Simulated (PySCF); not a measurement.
## Magnetisability: SMILES C[PH2+]c1ccccc1, [C$_{7}$H$_{10}$P]+, charge +1

Molfile (atoms numbered from 1):
```
C7H10P
     RDKit          3D

 18 18  0  0  0  0  0  0  0  0999 V2000
   -2.7960    0.6331   -0.0606 C   0  0  0  0  0  0  0  0  0  0  0  0
   -1.6768   -0.7462   -0.3763 P   0  0  0  0  0  0  0  0  0  0  0  0
    0.0480   -0.3523   -0.1019 C   0  0  0  0  0  0  0  0  0  0  0  0
    0.8115    0.1631   -1.1506 C   0  0  0  0  0  0  0  0  0  0  0  0
    2.1348    0.4935   -0.9237 C   0  0  0  0  0  0  0  0  0  0  0  0
    2.6909    0.3131    0.3347 C   0  0  0  0  0  0  0  0  0  0  0  0
    1.9303   -0.2027    1.3744 C   0  0  0  0  0  0  0  0  0  0  0  0
    0.6055   -0.5378    1.1641 C   0  0  0  0  0  0  0  0  0  0  0  0
   -3.8292    0.3338   -0.2431 H   0  0  0  0  0  0  0  0  0  0  0  0
   -2.6898    0.9572    0.9769 H   0  0  0  0  0  0  0  0  0  0  0  0
   -2.5388    1.4681   -0.7159 H   0  0  0  0  0  0  0  0  0  0  0  0
   -1.8607   -1.1723   -1.6716 H   0  0  0  0  0  0  0  0  0  0  0  0
   -2.0497   -1.8041    0.4206 H   0  0  0  0  0  0  0  0  0  0  0  0
    0.3728    0.2951   -2.1302 H   0  0  0  0  0  0  0  0  0  0  0  0
    2.7343    0.8880   -1.7290 H   0  0  0  0  0  0  0  0  0  0  0  0
    3.7248    0.5701    0.5048 H   0  0  0  0  0  0  0  0  0  0  0  0
    2.3714   -0.3478    2.3481 H   0  0  0  0  0  0  0  0  0  0  0  0
    0.0078   -0.9456    1.9677 H   0  0  0  0  0  0  0  0  0  0  0  0
  1  2  1  0
  2  3  1  0
  3  4  2  0
  4  5  1  0
  5  6  2  0
  6  7  1  0
  7  8  2  0
  8  3  1  0
  1  9  1  0
  1 10  1  0
  1 11  1  0
  2 12  1  0
  2 13  1  0
  4 14  1  0
  5 15  1  0
  6 16  1  0
  7 17  1  0
  8 18  1  0
M  CHG  1   2   1
M  END
```

Method used: GIAO B3LYP/pcSseg-1 magnetisability, rotational g tensor and spin-rotation constants, non-relativistic, gas phase (PySCF). Geometry: GFN2-xTB.

For an ion the centre-of-mass motion in the field is neglected.

Problem. What are the magnetisability and the molar susceptibility?

Solution. Isotropic -1377 × 10⁻³⁰ J/T², or -82.9 × 10⁻⁶ cm³/mol; principal values -2094, -1046, -990 × 10⁻³⁰ J/T², anisotropy 1077 × 10⁻³⁰ J/T² (root of half the summed squared differences of the principal values). The susceptibility is in cgs units.

Problem. Split it along the inertial axes a, b, c into diamagnetic and paramagnetic parts about the centre of mass, with the quadrupole moment.

Solution. 
```
axis  χ (10⁻⁶ cm³/mol)  diamagnetic (10⁻⁶ cm³/mol)  paramagnetic (10⁻⁶ cm³/mol)  summed x² of all electrons (Å²)  quadrupole Θ (D Å)
   a             -65.2                      -415.9                        350.7                            260.0              +25.83
   b             -59.6                     -1236.4                       1176.8                             66.6               -6.27
   c            -123.8                     -1385.9                       1262.0                             31.4              -19.56
```
Anisotropies 2χaa − χbb − χcc = +53.0 and 2χbb − χaa − χcc = +69.9 × 10⁻⁶ cm³/mol. Θ is traceless in Buckingham's convention.

Problem. And the rotational g tensor?

Solution. 
| axis | rotational constant (GHz) | g | nuclear part | electronic part |
| --- | --- | --- | --- | --- |
| a | 4.0616 | -0.0390 | 0.6302 | -0.6691 |
| b | 1.0482 | -0.0035 | 0.5760 | -0.5795 |
| c | 0.9304 | +0.0284 | 0.5800 | -0.5516 |

Asymmetric top; isotopes 12C, 1H, 31P; no vibrational averaging.
